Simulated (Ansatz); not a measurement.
A nudged elastic band was laid between two geometries of FH + H7N3OTi (14 atoms, charge 0, multiplicity 1).

The calculation used Ansatz, RHF/def2-SVP.

```json
{
 "movable images": "5",
 "climbing image": "yes",
 "spring": "5.0 eV/Å²",
 "optimiser": "quadratic models (default)",
 "start path": "straight line",
 "force threshold": "0.03 eV/Å",
 "iteration limit": "60",
 "end points": "relaxed"
}
```

Image 0:

```xyz
14
Properties=species:S:1:pos:R:3
Ti -0.204 -0.075 -0.130
O -0.212 -0.442 1.670
H -0.637 -0.044 2.413
N 1.560 -0.108 -0.716
H 2.235 -0.706 -0.266
H 1.993 0.465 -1.415
N -0.939 1.607 -0.499
H -1.736 1.775 -1.085
H -0.550 2.478 -0.183
N -1.221 -1.346 -1.050
H -2.061 -1.765 -0.689
H -0.929 -1.826 -1.882
F 1.943 -1.930 1.937
H 1.167 -1.444 2.006
```

Image 6:

```xyz
14
Properties=species:S:1:pos:R:3
Ti 0.115 -0.756 -0.295
O 0.133 1.649 2.492
H -0.594 1.694 3.094
N 1.724 -0.550 -1.216
H 2.499 -1.186 -1.138
H 1.984 0.250 -1.763
N -0.881 0.795 -0.463
H -1.649 0.994 -1.077
H -0.737 1.536 0.206
N -0.799 -2.193 -1.062
H -1.607 -2.634 -0.659
H -0.540 -2.655 -1.914
F 0.397 -1.034 1.454
H 0.364 0.729 2.452
```

Question: What changes between the two ends?

Answer: Bonds broken: Ti1–O2, F13–H14. Bonds formed: Ti1–F13, O2–H14. FH + H7N3OTi becomes FH6N3Ti + H2O.

Question: Give the energies along the band, and the barrier.

Answer: The forces met the threshold. The highest image is number 2 of 0 to 6, 0.49 eV above the first end and 0.95 eV above the last; the last end lies 0.46 eV below the first. The profile has 2 maxima (images 2, 4) with wells between them (image 3): this band takes more than one step, which may be the mechanism or a detour left from its start path. The order of the point at the top wasn't checked. The orbitals stay closed-shell, which can raise the energy where a bond breaks towards radicals; this wasn't checked here.

| image | path coordinate (Å) | energy (eV) | Ti1–O2 (Å) | F13–H14 (Å) | Ti1–F13 (Å) |
| --- | --- | --- | --- | --- | --- |
| 0 | 0.00 | 0.00 | 1.84 | 0.92 | 3.51 |
| 1 | 1.20 | 0.07 | 1.85 | 0.92 | 3.07 |
| 2 | 2.39 | 0.49 | 2.01 | 1.12 | 2.19 |
| 3 | 3.65 | -0.27 | 2.25 | 2.09 | 1.84 |
| 4 | 4.91 | -0.25 | 2.34 | 2.09 | 1.83 |
| 5 | 6.17 | -0.35 | 3.21 | 1.97 | 1.80 |
| 6 | 7.43 | -0.46 | 3.68 | 2.03 | 1.79 |

Question: What is the geometry of the highest image?

Answer: 
```xyz
14
Properties=species:S:1:pos:R:3:forces:R:3
Ti 0.073 -0.246 -0.010 0.01 0.01 0.00
O -0.011 0.139 1.960 -0.01 0.00 0.00
H -0.750 0.284 2.529 0.00 0.00 0.00
N 1.726 -0.060 -0.847 0.00 0.00 0.00
H 2.477 -0.697 -0.649 0.00 0.00 0.00
H 1.979 0.608 -1.549 0.00 0.00 0.00
N -0.898 1.260 -0.537 0.00 0.00 0.00
H -1.374 1.350 -1.417 0.00 0.00 0.00
H -0.934 2.125 -0.029 0.00 0.00 0.00
N -1.000 -1.603 -0.709 0.00 0.00 0.01
H -1.963 -1.497 -0.969 0.00 0.00 0.00
H -0.663 -2.518 -0.949 0.00 0.00 0.00
F 1.123 -1.629 1.317 -0.01 -0.01 0.00
H 0.623 -0.874 1.970 0.01 0.00 0.00
```

The run took 3.2 min on 4 threads of Arm Neoverse V1, on a shared host, peak memory 0.47 GiB.
